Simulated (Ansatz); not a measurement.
Cost and result for the atomization energy of BClH2Zn (`Cl[BH][ZnH]`) (5 atoms, 4 bonds).

Cartesian coordinates in Å:
```
Cl 1.376 1.044 -1.364
B 0.306 -0.201 -0.748
Zn -0.600 0.045 1.109
H 0.187 -1.131 -1.493
H -1.270 0.243 2.497
```

The species carries charge 0 and has multiplicity 1. For Zn the d shell is correlated and the shells below it are frozen. Scalar relativity is left out up to krypton. The geometry is a stationary point of PBE0-D4/def2-TZVP. Program: Ansatz. All runs use 2 threads of an Arm Neoverse V1 on a shared host. Times are those of one run each, without the atoms' runs, and a repeat can differ threefold. Electronic energies, without spin–orbit coupling; frozen cores. CCSD(T)/CBS adds CCSD(T) − MP2 in def2-TZVPP to the MP2 limit, and its time is that of the two runs behind it. T1 = 0.015. With those shells the extrapolation isn't a true limit.

CCSD(T)/CBS is a level of theory with its own doubt, some kJ/mol a heavy atom from the limit and from the frozen cores, so smaller differences don't rank the functionals.

```tsv
level	functions	wall time
CCSD(T)/def2-SVP	73	1.5 s
revPBE-D4/def2-TZVPP	165	1.7 s
PBE-D4/def2-TZVPP (with forces)	165	2 s
BLYP-D4/def2-TZVPP	165	2.1 s
PBE0-D4/def2-TZVPP	165	2.5 s
BHLYP-D4/def2-TZVPP	165	2.7 s
B2PLYP/def2-TZVPP	165	4.3 s
PBE-QIDH/def2-TZVPP	165	4.4 s
ωB97X-V/def2-TZVPP	165	6.5 s
ωB97M-V/def2-TZVPP (with forces)	165	9.5 s
MP2/def2-QZVPP	287	12 s
CCSD(T)/def2-TZVPP	165	33 s
CCSD(T)/CBS(def2)	–	44 s
```

**Question.** What atomization energy does each give, and how far from CCSD(T)/CBS? (Estimate.)

**Answer.** Computed: 
```csv
level,atomization (kJ/mol),difference from CCSD(T)/CBS,per bond
CCSD(T)/def2-SVP,1132.0,-56.4,-14.1
revPBE-D4/def2-TZVPP,1188.8,0.4,0.1
PBE-D4/def2-TZVPP (with forces),1220.3,31.9,8.0
BLYP-D4/def2-TZVPP,1173.1,-15.3,-3.8
PBE0-D4/def2-TZVPP,1211.0,22.6,5.7
BHLYP-D4/def2-TZVPP,1167.4,-21.0,-5.2
B2PLYP/def2-TZVPP,1180.8,-7.6,-1.9
PBE-QIDH/def2-TZVPP,1212.0,23.6,5.9
ωB97X-V/def2-TZVPP,1218.1,29.7,7.4
ωB97M-V/def2-TZVPP (with forces),1213.7,25.3,6.3
MP2/def2-QZVPP,1213.1,24.7,6.2
CCSD(T)/def2-TZVPP,1162.6,-25.8,-6.5
CCSD(T)/CBS(def2),1188.4,0.0,0.0
```

The D4 term adds +14.2 kJ/mol with B3LYP and +7.2 kJ/mol with PBE0; it sums over pairs of atoms, weighted by their polarisabilities, and B3LYP, whose exchange is more repulsive, gets the larger term. From r2SCAN to r2SCAN0 (25 % exact exchange), in def2-TZVPP and without D4, the atomization energy moves by −18.8 kJ/mol: exact exchange takes away binding that semilocal exchange gives to molecules. At CCSD(T), def2-SVP lies −56.4 kJ/mol from the extrapolated value and def2-TZVPP −25.8 kJ/mol: correlation converges slowly with the basis, and small sets miss more of it in the bonded molecule than in its fragments.

B3LYP here is the variant with VWN-RPA as its local correlation; programs differ in this.
